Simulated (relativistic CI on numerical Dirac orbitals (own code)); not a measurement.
Hyperfine structure of Ar X, mass number 39

Calculated at this level of theory: Dirac-Coulomb-Breit CI, KLI orbitals optimised for each configuration, model QED (radiative potential, 1s self-energy scaled to tabulated hydrogen-like ionisation energies), unscaled Slater integrals (own radial code, finite nucleus).

CI space (outside the closed core 1s2): 2s2.2p5, 2s.2p6, 2s2.2p4.3s, 2s2.2p4.3p, 2p6.3s, 2p6.3p, 2s2.2p4.3d, 2p6.3d, 2s.2p5.3s, 2s.2p5.3p, 2s2.2p4.4s, 2s.2p5.3d, 2s2.2p4.4p, 2s2.2p4.4d, 2s2.2p4.4f, 2s2.2p3.3s2. Levels of other configurations are missing.

Nuclear spin I = 7/2, μ = -1.59 μN, Q = -0.116 b (tables of Stone and Pyykkö). The electronic factors are computed for point nuclear moments, without core polarisation or the Bohr-Weisskopf and QED corrections.

```tsv
Level	E (cm⁻¹)	A (MHz)	B (MHz)
2s2.2p5 2P°_3/2	0	-3253	1480
2s2.2p5 2P°_1/2	18008	-16080	
2s.2p6 2S_1/2	616849	-56160	
2s2.2p4.3s 4P_5/2	2241882	-5225	-1530
2s2.2p4.3s 4P_3/2	2251973	-1870	1010
2s2.2p4.3s 4P_1/2	2258491	-2690	
2s2.2p4.3s 2P_3/2	2270270	-3803	-1260
2s2.2p4.3s 2P_1/2	2281948	-5131
```

Levels with J = 0, under 50 % of one LS term, or S terms without an open s electron are left out. Small factors come from cancelling terms and can be off by tens of per cent or more.

At this charge energies of transitions that change n are usually good to better than 1 %, and those within a shell (Δn = 0) to a few per cent.

Give the hyperfine levels of 2s2.2p5 2P°_1/2 relative to its centre of gravity.

With K = F(F + 1) − I(I + 1) − J(J + 1), E = AK/2: F = 3: 36180, F = 4: -28140 MHz.

LS names give the leading component of a level, which can be under half, so a name can repeat, a term be missing and a line seem to break the LS rules.
